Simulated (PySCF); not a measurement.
Na(OtBu) (C4H9NaO), SMILES CC(C)(C)[O][Na]. Geometry: PBE0-D3(BJ)/def2-SVP. The isomer is the one that the SMILES or the coordinates give; other isomers of the formula were not compared.

Computed equilibrium geometry at PBE0-D3(BJ)/def2-SVP (PySCF confirms it by a frequency run) as Cartesian coordinates in Å, and its point group:
point group C3v.
```xyz
15

Na     0.0000     0.0000    -2.6978
O      0.0000     0.0000    -0.7521
C      0.0000     0.0000     0.6139
C      1.2509    -0.7222     1.1464
C     -1.2509    -0.7222     1.1464
C      0.0000     1.4444     1.1464
H      1.2987    -0.7498     2.2483
H      1.2642    -1.7583     0.7714
H      2.1548    -0.2157     0.7714
H     -1.2642    -1.7583     0.7714
H     -1.2987    -0.7498     2.2483
H     -2.1548    -0.2157     0.7714
H      0.8906     1.9740     0.7714
H     -0.8906     1.9740     0.7714
H      0.0000     1.4996     2.2483
```
